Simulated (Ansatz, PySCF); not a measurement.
CH₆O₂Si₂. Atoms are numbered in the order given.

```xyz
11

O     -1.5642    -0.0879     0.0000
C     -0.3676    -0.3507     0.0000
Si     0.2430    -2.1945     0.0000
Si     0.7740     1.2340     0.0000
O     -0.3530     2.4530     0.0000
H      1.0925    -2.3936     1.2110
H     -0.9143    -3.1282     0.0000
H      1.0925    -2.3936    -1.2110
H      1.6390     1.2436     1.2130
H      1.6390     1.2436    -1.2130
H     -1.2437     2.0571     0.0000
```

Geometry: B3LYP-D3(BJ)/def2-SVP. A frequency run showed that this geometry is not a minimum. This is a generated structure with no PubChem entry under its InChIKey; it may be hypothetical. Other conformers were not sampled.

Vertical ionisation energy (IE) and electron affinity (EA) in eV. Rows of orbital energies are one-electron estimates. Where ΔSCF, EOM or ADC give a negative EA the extra electron is unbound and the value depends on the basis.

| level | IE | EA |
|---|---|---|
| −ε(HOMO), −ε(LUMO), HF/def2-TZVP (PySCF) | 10.16 | -1.99 |
| −ε(HOMO), −ε(LUMO), PBE/def2-TZVP (PySCF) | ___ | ___ |
| ΔSCF, CAM-B3LYP/def2-SVPD (Ansatz), final states of multiplicity 2 and 2 | 9.09 | 0.37 |
| ΔSCF, PBE/def2-SVPD (Ansatz), final states of multiplicity 2 and 2 | 8.76 | 0.42 |

What belongs in the gaps? (The exact figures need the calculation; the answer reports its results.)


- −ε(HOMO), −ε(LUMO), PBE/def2-TZVP (PySCF), IE: 5.56
- −ε(HOMO), −ε(LUMO), PBE/def2-TZVP (PySCF), EA: 3.30

What vertical singlet–triplet gap does ΔSCF give with CAM-B3LYP/def2-SVPD (Ansatz, an electronic-structure program) and with PBE/def2-SVPD (Ansatz)? (The exact figures need the calculation; the answer reports its results.)

2.01 and 1.96 eV (triplet above singlet where positive).
